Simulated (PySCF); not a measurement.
Structure with atom numbers: `[CH:1]#[C:2][CH2:3][SiH2:4][O:5][SiH2:6][OH:7]` (H(Xn): hydrogen on atom n).

Method: geometry: GFN2-xTB, shieldings: GIAO PBE0/pcSseg-1, in PySCF 2.14 (single conformer, non-relativistic, averaged over atoms made equivalent by symmetry, fast rotation or ring inversion, gas phase).

δ = σ(ref) − σ, references computed at the same level: $^{13}$C (186.93 ppm) and $^{1}$H (31.72 ppm) and $^{29}$Si (349.16 ppm) against TMS; $^{17}$O (336.08 ppm) against H2O.

```
 atoms    nucleus  count  δ (ppm)
 H(C1)    $^{1}$H      1        ?
   Si4  $^{29}$Si      1    -26.6
    C3   $^{13}$C      1      8.3
    O5   $^{17}$O      1        ?
 H(C3)    $^{1}$H      2     1.82
    C1   $^{13}$C      1        ?
H(Si4)    $^{1}$H      2     5.23
 H(O7)    $^{1}$H      1     4.39
    C2   $^{13}$C      1        ?
H(Si6)    $^{1}$H      2     4.95
    O7   $^{17}$O      1     71.7
   Si6  $^{29}$Si      1    -38.4
```

Fill in the missing shifts.

## Answers


- C2: 95.6 ppm, alkyne carbon; sp carbons lie upfield of alkene carbons because the cylindrical π system leaves one tensor component strongly shielded
- C1: 73.3 ppm, terminal alkyne carbon; the triple bond shields along its axis, which puts it between sp3 and sp2 carbons
- H(C1): 1.57 ppm, hydrogen on a terminal alkyne carbon; it lies on the axis of the triple bond, in its shielding cone
- O5: 58.0 ppm, oxygen bonded to 2 Si

The OH or NH signal is concentration- and solvent-dependent in practice; the value given is the gas-phase one. Shifts are as computed. Against solution values, carbons near 30 ppm lie about +3 ppm off and those near 130 ppm about +5 ppm. Of 1309 compounds with measured shifts, 239 miss one by over three times the rms of a fit or turn the order of signals round; such compounds aren't used in these exercises. Experimental scales use liquid or dissolved standards, which lie at an offset from isolated H2O (liquid H2O: subtract about 36 ppm).
